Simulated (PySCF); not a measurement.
```xyz
7

S      2.2302    -1.0719     0.0462
Al     0.2168    -0.2719    -0.0671
S     -0.0601     1.8528    -0.4404
S     -1.4183    -1.6757     0.2061
H      2.8071     0.1185    -0.1762
H     -1.3992     1.7985    -0.4144
H     -2.3765    -0.7504     0.0581
```

Charge 0, multiplicity 1.

Question: Give the Mulliken and meta-Löwdin atomic charges from PySCF 2.14.0 with PBE-D3(BJ)/def2-TZVP // CAM-B3LYP-D3(BJ)/def2-TZVP.

Answer: 
| atom | Mulliken (e) | meta-Löwdin (e) |
|---|---|---|
| S1 | -0.29 | -0.31 |
| Al2 | 0.37 | 0.58 |
| S3 | -0.28 | -0.32 |
| S4 | -0.28 | -0.31 |
| H5 | 0.17 | 0.12 |
| H6 | 0.16 | 0.12 |
| H7 | 0.16 | 0.12 |
